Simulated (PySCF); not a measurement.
Electron correlation in Al⁺ (aluminium, charge +1)

[Ne] 3s2, closed-shell 1S. Calculation: PySCF 2.14, in pcseg-2; the non-relativistic Hamiltonian (point nucleus). Frozen: [Ne]; 2 electrons correlated.

Total MP2 correlation energy: -27.07 mhartree.

Same-spin part 0.00 and opposite-spin part -27.07 mhartree; SCS-MP2 scales them by 1/3 and 6/5 to -32.48 mhartree.

With two correlated electrons CCSD is exact within the correlated space (frozen core and kept virtual orbitals).

| level | correlation energy (mhartree) |
| --- | --- |
| CCSD | -38.90 |

Diagnostics: T1 = 0.0084, D1 = 0.0119, largest double amplitude 0.111.

Problem. Is a single reference adequate?

Solution. Mostly. T1 lies below 0.03, but a double amplitude of this size points to a near-degeneracy that CCSD handles and MP2 describes poorly.
